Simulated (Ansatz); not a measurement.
`C#CCBCC` + `BC[CH2][ZnH]` → `BCBCC#C` + `CC[CH2][ZnH]`  (redistribution)

Calculated with Ansatz (gas phase, PBE0-D4/def2-TZVP geometries, no zero-point term in ΔE). CCSD(T)/CBS is the MP2 limit (def2-TZVPP, def2-QZVPP) plus CCSD(T) − MP2 in def2-TZVPP, frozen cores. DFT in def2-TZVPP. For Zn outer-core shells are correlated without core-valence functions, which leaves a few kJ/mol of doubt a bond. Scalar relativity is left out up to krypton. Each species was taken in one conformer, which may not be the lowest.

```csv
level,ΔE (kJ/mol)
PBE0-D4,-50.0
PBE,-59.1
r2SCAN,-51.2
MP2/def2-TZVPP,-36.1
```

Question: What does CCSD(T)/CBS give? (Best estimate.)

Answer: The calculation gave: -27.5 kJ/mol. The listed levels differ from it by -22.5, -31.6, -23.7, -8.6 kJ/mol.

Largest T1 diagnostic among the species: 0.016.

The D4 term adds −6.7 kJ/mol with B3LYP and −2.9 kJ/mol with PBE0; it sums over pairs of atoms, weighted by their polarisabilities, and B3LYP, whose exchange is more repulsive, gets the larger term. In def2-TZVPP, CCSD(T) changes the Hartree–Fock value by −76.3 kJ/mol (the triples alone add −14.9 kJ/mol) and MP2 by −84.1 kJ/mol. From PBE to PBE0 (25 % exact exchange), in def2-TZVPP and without D4, ΔE moves by +12.0 kJ/mol.

B3LYP here is the variant with VWN-RPA as its local correlation; programs differ in this.
